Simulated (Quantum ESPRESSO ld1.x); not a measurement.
Species: Ag2+. Configuration: [Kr] 4d9 (the NIST ground configuration). Method: scalar-relativistic Kohn-Sham, LDA (Slater exchange, Perdew-Wang correlation), spin-polarised, spherical densities, point nucleus; open shells are filled with parallel spins first; computed with ld1.x of Quantum ESPRESSO 7.5.

Normalised radial functions P(r) = r R(r), r in bohr:

r,4p up,4p down
0.001632,0.0018,0.0018
0.002493,0.0039,0.0039
0.00381,0.0083,0.0083
0.005869,0.0177,0.0177
0.008968,0.0368,0.0368
0.0137,0.0741,0.0741
0.02094,0.1410,0.1411
0.032,0.2447,0.2448
0.04889,0.3633,0.3635
0.07471,0.4041,0.4042
0.1151,0.1972,0.1972
0.1758,-0.2887,-0.2888
0.2687,-0.6258,-0.6260
0.4106,-0.1704,-0.1700
0.6274,0.8065,0.8073
0.9587,1.1216,1.1212
1.465,0.6075,0.6074
2.257,0.1376,0.1382
3.448,0.0109,0.0111
5.269,0.0002,0.0002
8.051,0.0000,0.0000

4p up: eigenvalue -81.450 eV, 2 radial nodes at r = 0.139, 0.444 bohr, <r> = 0.995 bohr, 90 % of the charge inside 1.47 bohr. 4p down: eigenvalue -80.732 eV, 2 radial nodes at r = 0.139, 0.443 bohr, <r> = 0.995 bohr, 90 % of the charge inside 1.47 bohr.
